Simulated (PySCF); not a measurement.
Compound: C6H6FNS (charge -1 and doublet state).
Cartesian coordinates in Å at the GFN2-xTB level; atoms count from 1:
```xyz
15
C6H6FNS angstrom
C      1.114   -1.552   -0.390
C      0.114   -0.468   -0.145
C     -1.218   -0.556   -0.488
F     -1.682   -1.726   -1.068
C     -2.121    0.470   -0.312
N     -1.752    1.662    0.272
C     -0.504    1.747    0.673
C      0.483    0.795    0.475
S      1.991    0.943    1.398
H      1.722   -1.715    0.504
H      1.797   -1.290   -1.207
H      0.612   -2.483   -0.651
H     -3.156    0.377   -0.606
H     -0.241    2.674    1.180
H      2.837    1.128    0.343
```

The hyperfine couplings belong to this conformer and change with its torsions.

The species is `C[C-]1[C](F)C=NC=C1S` [radical] (charge -1).

Method used: UKS B3LYP, pcH-1 on C F H N S, non-relativistic, mean-field spin-orbit, GIAO (PySCF 2.14.0). Whether the extra electron is bound in the gas phase wasn't checked; a finite basis holds it in any case. A GFN2-xTB geometry isn't a minimum of the functional, and hyperfine couplings can be far from their values at a DFT geometry, by a factor of two or more for some ions and for spin on atoms past the first row. The SCF solution wasn't tested for stability.

**Question.** Predict the first-order ENDOR lines of F4, H15, H10/H11/H12, H13 and H14 under fast tumbling at B = 1212.9 mT (Q band).

**Answer.** For S = 1/2 in fast tumbling each set of equivalent nuclei gives two lines, ν± = |νn ± a/2| to first order, with νn = g_N μN B/h and μN/h = 7.62259 MHz/T.

```
     nuclei  isotope     g_N  νn (MHz)  a_iso (MHz)  lower line (MHz)  upper line (MHz)
         F4      19F  5.2577     48.61       -12.34             42.44             54.78
        H15       1H  5.5857     51.64        87.91              7.69             95.60
H10/H11/H12       1H  5.5857     51.64        28.79             37.25             66.04
        H13       1H  5.5857     51.64       -25.10             39.09             64.19
        H14       1H  5.5857     51.64         1.97             50.66             52.62
```

**Question.** Which pairs are centred on the nuclear Larmor frequency, and which on half the coupling?

**Answer.** Centred on νn, since |a| < 2νn: F4, H15, H10/H11/H12, H13 and H14. No pair has |a| > 2νn.

**Question.** At what field would the lower line of F4 fall to zero frequency?

**Answer.** Where νn = |a|/2, that is B = 6.17 MHz/(5.2577 × 7.62259 MHz/T) = 154 mT, as far as first order holds there.

Couplings of abundant isotopes left out: N6 (7.5 MHz).

Nuclei that the bonding pattern makes equivalent are averaged, as if the motion that swaps them (rotation, inversion, ring flip) were fast. The three 1H nuclei of mean +28.8 MHz run from 3.2 to 53.0 MHz in the frozen geometry.

Largest spin populations (Mulliken): C2 (+0.35), C5 (+0.35), C8 (+0.25) and N6 (+0.18). Four atoms exceed +0.15.

The SMILES draws the unpaired electron on C3; the largest computed Mulliken spin population is on C2 (0.35 against -0.11).
